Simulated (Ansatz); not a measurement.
This geometry of GeH$_{4}$O (6 atoms, charge 0, multiplicity 1) is a first-order saddle point.

Theory: RKS B3LYP-D4/def2-SVP (Ansatz 0.2.0).

```xyz
6
Properties=species:S:1:pos:R:3
Ge 0.299 -0.084 -0.525
H 0.409 -0.047 1.254
H 1.464 0.192 0.478
O -0.764 1.338 -0.804
H -1.527 1.357 -0.212
H -0.499 -1.362 -0.173
```

Question: Which two structures does it join? (They come from a converged band through this point; their orientation in space is the band's.)

Answer: Bonds broken: Ge1–H2, Ge1–H3. Bonds formed: H2–H3. GeH4O becomes GeH2O + H2.

Initial state:

```xyz
6
Properties=species:S:1:pos:R:3
Ge 0.210 -0.046 0.131
H 0.102 0.050 1.671
H 1.669 0.091 -0.327
O -0.627 1.335 -0.646
H -1.575 1.349 -0.464
H -0.399 -1.386 -0.347
```

Final state:

```xyz
6
Properties=species:S:1:pos:R:3
Ge 0.045 -0.149 -1.130
H 1.131 -0.202 1.499
H 1.679 0.163 1.112
O -0.953 1.343 -0.996
H -1.701 1.283 -0.385
H -0.819 -1.045 -0.082
```

Question: How far does it lie above each of them?

Answer: 2.49 eV above the first and 1.42 eV above the second. This is the barrier of this one path; another mechanism may lie lower. The orbitals stay closed-shell, which can raise the energy where a bond breaks towards radicals; this wasn't checked here.

Run time: 3.5 min on 1 thread of Arm Neoverse V1, with other jobs on the host, peak memory 0.13 GiB.
